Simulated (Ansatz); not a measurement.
Start from `[Cl][Ge]([Cl])([Cl])[Cl]` and change one atom or group to get `[SiH3][Ge]([Cl])([Cl])[Cl]`.

Ansatz, PBE0-D4/def2-TZVP geometries, multiplicity 1. 

Scalar relativity is left out up to krypton.

| property | `[Cl][Ge]([Cl])([Cl])[Cl]` |
| --- | --- |
| zero-point energy (PBE0-D4/def2-TZVP) / kJ/mol | 15.2 |
| LUMO energy (PBE/def2-TZVPP) / eV | -3.20 |
| HOMO–LUMO gap (B3LYP/def2-TZVPP) / eV | 6.81 |
| HOMO–LUMO gap (ωB97M-V/def2-TZVPP) / eV | 11.79 |
| HOMO energy (ωB97M-V/def2-TZVPP) / eV | -11.92 |
| HOMO energy (B3LYP/def2-TZVPP) / eV | -9.35 |

(1) Give the same properties after the change, and the shifts. (Best estimate.)

## Answers

(1) Ansatz gave: 
| property | `[SiH3][Ge]([Cl])([Cl])[Cl]` | shift |
| --- | --- | --- |
| zero-point energy (PBE0-D4/def2-TZVP) / kJ/mol | 76.9 | 61.7 |
| LUMO energy (PBE/def2-TZVPP) / eV | -2.42 | 0.78 |
| HOMO–LUMO gap (B3LYP/def2-TZVPP) / eV | 6.68 | -0.13 |
| HOMO–LUMO gap (ωB97M-V/def2-TZVPP) / eV | 11.12 | -0.67 |
| HOMO energy (ωB97M-V/def2-TZVPP) / eV | -10.69 | 1.23 |
| HOMO energy (B3LYP/def2-TZVPP) / eV | -8.44 | 0.91 |

With PBE0 the HOMO rises by 0.99 eV and the LUMO rises by 0.74 eV, so the gap narrows by about 0.25 eV. PBE moves the HOMO by 0.73 eV and ωB97M-V by 1.23 eV. The zero-point energy changes by 61.7 kJ/mol with +9 modes.

B3LYP here is the variant with VWN-RPA as its local correlation; programs differ in this.
